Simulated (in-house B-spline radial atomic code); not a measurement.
Checks on a self-consistent run for Be, [He] 2s1 4f1. Computed with an all-electron radial atomic-structure program (B-spline basis): Dirac-Hartree-Fock, average of configuration, Fermi nucleus of rms radius 2.519 fm.

```
orbital        q    ε (Eh)      <1/r>      <r²>  small-component weight
  1s1/2        2  -5.07672    3.68387  0.232932              0.00018076
  2s1/2        1  -0.60373   0.607617   6.08693              1.8702e-05
  4f5/2  0.42857  -0.03126  0.0625406   359.718              8.3313e-07
  4f7/2  0.57143  -0.03126  0.0625404   359.719              8.3313e-07
```

Electron-electron repulsion V_ee = 3.5230 hartree.

(1) What total energy follows from the eigenvalues?

(2) Does the Dirac virial theorem hold?

(3) What diamagnetic shielding (Lamb formula) and susceptibility (Langevin formula) do the radii give?

Answers

(1) The eigenvalues count the repulsion twice, so E = Σqε - V_ee = -10.788 - 3.523 = -14.311 hartree; the run printed -14.311.

(2) For a point nucleus E = -2c²Σq·w, with w the small-component weight. Here Σq·w = 0.00038105 and c = 137.0360, so the ratio E/(-2c²Σq·w) is 1.000000.

(3) σ = (α²/3)Σq<1/r> = 8.03791/(3·137.036²) = 142.68 ppm, and χ = -0.79199×10⁻⁶·Σq<r²> = -290.1×10⁻⁶ cm³/mol with Σq<r²> = 366.27 bohr². Both are non-relativistic formulas without the paramagnetism of open shells.
